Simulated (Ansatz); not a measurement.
Basis sets compared for trans-V(PH3)2F4 (VP₂H₆F₄). The state is a doublet with charge 0. Geometry r2SCAN-D4/def2-SVP. Ansatz on 4 threads of Arm Neoverse V1 on a shared host; times are rough, and most runs start from earlier orbitals.

```tsv
atom	x (Å)	y (Å)	z (Å)
F1	-1.546	0.531	0.715
F2	1.532	-0.539	-0.720
F3	0.644	1.613	0.358
F4	-0.653	-1.624	-0.352
P5	-0.952	0.768	-2.227
P6	0.954	-0.767	2.228
V7	-0.006	-0.005	0.001
H8	-1.174	2.155	-2.410
H9	-2.244	0.280	-2.539
H10	-0.289	0.475	-3.445
H11	0.355	-0.384	3.454
H12	2.284	-0.347	2.475
H13	1.098	-2.157	2.464
```

Another isomer (doublet) lies 0.35 eV lower at PBE0-D4/def2-TZVP; other spin states weren't run for this one.

Binding counts from free atoms (F doublet, P quartet, V quartet, H doublet) in the same basis, without a counterpoise term.

| level | functions | energy (Eh) | HOMO (eV) | LUMO (eV) | binding per atom (eV) | wall time |
| --- | --- | --- | --- | --- | --- | --- |
| PBE-D4/def2-SVP | 153 | -2028.3054 | -4.26 | -3.96 | – | 6.5 s |
| PBE0-D4/def2-SVP | 153 | -2028.3483 | -7.27 | -3.32 | 3.25 | 12 s |

Question: Estimate the rows for PBE-D4/def2-TZVP (with forces), PBE0-D4/def2-TZVP.

Answer: 
```
                         level  functions  energy (Eh)  HOMO (eV)  LUMO (eV)  binding per atom (eV)  wall time
PBE-D4/def2-TZVP (with forces)        279   -2029.1840      -4.61      -4.31                      –       13 s
             PBE0-D4/def2-TZVP        279   -2029.2226      -7.45      -3.42                      –       89 s
```
